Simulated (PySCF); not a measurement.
**Telling isomers of C6H5FO2 apart by NMR**

Computed data (PySCF 2.14.0 with density-fitted response routines): structure optimised with GFN2-xTB, shielding tensors at PBE0/pcSseg-1 (GIAO). Equivalent nuclei averaged, single conformer, no solvent, non-relativistic.

Chemical shifts δ = σref − σ; $^{1}$H (σref 31.72), $^{13}$C (σref 186.93) vs TMS, all at this level. Splittings of carbon signals by F and P are missing where no couplings were computed. Where no couplings were computed, multiplicities follow the n + 1 count of equivalent neighbours, and m marks all less simple cases (inequivalent or close neighbours, rings, F or P nearby). Shifts are as computed. Against solution values, carbons near 30 ppm lie about +3 ppm off and those near 130 ppm about +5 ppm. Of 1211 compounds with measured shifts, 218 miss one by over three times the rms of a fit or turn the order of signals round; such compounds aren't used in these exercises.

(1) Tabulate the signals of `F/C=C\C1=COC=CO1`, `Cc1cc(F)oc(=O)c1`, `C=CC1=COC=C(F)O1` and their relative energies.

(2) What is the quickest way to tell Cc1cc(F)oc(=O)c1 from C=CC1=COC=C(F)O1?

(3) What is the quickest way to tell F/C=C\C1=COC=CO1 from C=CC1=COC=C(F)O1?

(4) What is the quickest way to tell F/C=C\C1=COC=CO1 from Cc1cc(F)oc(=O)c1?

Answers

(1) 
```tsv
SMILES	carbon types	δC	δH	E rel. (kcal/mol)
F/C=C\C1=COC=CO1	1×C 5×CH	157.6, 141.9, 135.7, 134.2, 132.5, 108.1	6.54 (m, 1H), 5.69 (d, 1H), 5.56 (s, 1H), 5.48 (d, 1H), 4.64 (m, 1H)	61.4
Cc1cc(F)oc(=O)c1	3×C 2×CH 1×CH3	173.1, 164.7, 161.1, 114.3, 89.6, 24.0	6.04 (s, 1H), 5.47 (m, 1H), 2.21 (s, 3H)	0.0
C=CC1=COC=C(F)O1	2×C 3×CH 1×CH2	167.2, 144.0, 135.8, 131.7, 120.1, 112.9	5.94 (m, 1H), 5.93 (m, 1H), 5.74 (s, 1H), 5.66 (m, 1H), 5.42 (m, 1H)	59.3
```

Energies are electronic energies at PBE0/pcSseg-1 on these geometries, without zero-point or thermal terms, each for the one conformer computed, which needn't be the lowest.

(2) Both give the same number of carbon signals, but DEPT or the intensities differ. The first has a methyl carbon on an unsaturated ring (CH3) at 24.0 ppm, the second a terminal =CH2 carbon at 120.1 ppm. Their most deshielded carbons lie at 173.1 and 167.2 ppm.

(3) Both give the same number of carbon signals, but DEPT or the intensities differ. The first has an alkene CH at 157.6 ppm, the second a terminal =CH2 carbon at 120.1 ppm. Their most deshielded carbons lie at 157.6 and 167.2 ppm. In the proton spectra the most deshielded non-exchanging signals are 6.54 (m, 1H) and 5.94 (m, 1H).

(4) Both give the same number of carbon signals, but DEPT or the intensities differ. The first has an alkene CH at 157.6 ppm, the second a methyl carbon on an unsaturated ring (CH3) at 24.0 ppm. Their most deshielded carbons lie at 157.6 and 173.1 ppm. In the proton spectra the most deshielded non-exchanging signals are 6.54 (m, 1H) and 6.04 (s, 1H).
